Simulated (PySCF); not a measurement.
C6H5F, SMILES C(=C/C(=C)C#C)/F.

Coordinates come from a PBE-D3(BJ)/def2-SVP optimisation. The structure was generated by enumeration; whether it is a known compound was not checked. One conformer was computed; it need not be the lowest.

Calculation: PBE-D3(BJ)/def2-SVP run with PySCF.

Harmonic, unscaled wavenumbers; measured fundamentals usually lie a few per cent lower.

Computed normal modes with their intensities:
```tsv
mode	ν (cm⁻¹)	IR (km/mol)	moving atoms (share of kinetic energy)
1	69	1.0	C 49 %, F 33 %, H 17 %
2	135	2.0	C 58 %, F 30 %, H 12 %
3	213	0.8	C 55 %, F 34 %, H 11 %
4	248	11.3	C 77 %, H 23 %
5	346	0.1	C 61 %, H 23 %, F 16 %
6	387	1.5	C 65 %, H 31 %
7	527	9.3	C 85 %, H 12 %
8	634	35.7	H 75 %, C 25 %
9	646	33.1	H 78 %, C 22 %
10	657	0.9	C 65 %, H 33 %
11	687	0.3	H 75 %, C 25 %
12	740	0.5	C 86 %, H 12 %
13	784	15.7	H 70 %, C 28 %
14	793	5.1	C 81 %, F 12 %
15	864	39.3	H 68 %, C 32 %
16	899	1.3	H 77 %, C 23 %
17	932	2.6	H 58 %, C 39 %
18	1055	50.1	H 46 %, C 32 %, F 23 %
19	1244	61.2	H 67 %, C 19 %, F 14 %
20	1278	8.5	C 55 %, H 45 %
21	1351	4.3	H 66 %, C 34 %
22	1391	25.3	H 58 %, C 41 %
23	1584	2.4	C 87 %, H 13 %
24	1684	97.1	C 93 %
25	2154	0.3	C 91 %, H 9 %
26	3090	1.2	H 95 %
27	3110	1.6	H 92 %
28	3130	9.5	H 91 %, C 9 %
29	3201	1.8	H 89 %, C 11 %
30	3409	72.3	H 86 %, C 14 %
```
